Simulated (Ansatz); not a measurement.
A structure relaxed at PBE0-D4/def2-SVP in Ansatz, charge 0, singlet:

Cartesian coordinates in Å:
```
B 1.613 0.489 -0.017
N 0.417 1.576 0.057
B -0.142 -0.572 -1.580
N 0.878 -0.836 -0.419
N -1.403 0.107 -0.825
B -0.937 0.892 0.447
B 0.154 -1.464 0.821
N -0.576 -0.196 1.514
H 2.427 0.847 -0.855
H 2.103 0.419 1.109
H 0.324 2.015 -0.860
H 0.667 2.325 0.700
H 0.282 0.257 -2.384
H -0.510 -1.602 -2.124
H 1.575 -1.499 -0.751
H -1.918 0.700 -1.474
H -2.050 -0.633 -0.550
H -1.775 1.689 0.847
H 0.936 -1.960 1.619
H -0.733 -2.248 0.487
H 0.061 0.203 2.205
H -1.393 -0.508 2.035
```

(1) Give its formula and point group.

(2) Summarise the bond lengths by kind (pairs closer than 1.2 times the sum of covalent radii, bridged metal pairs left out).

Results:

(1) B₄N₄H₁₄, a cluster cut from wurtzite BN (hydrogen-capped). Point group C3 (tolerance 0.1 Å).

(2) 9 × B–N 1.57 to 1.62 Å; 7 × B–H 1.22 to 1.23 Å; 7 × H–N 1.02 Å.
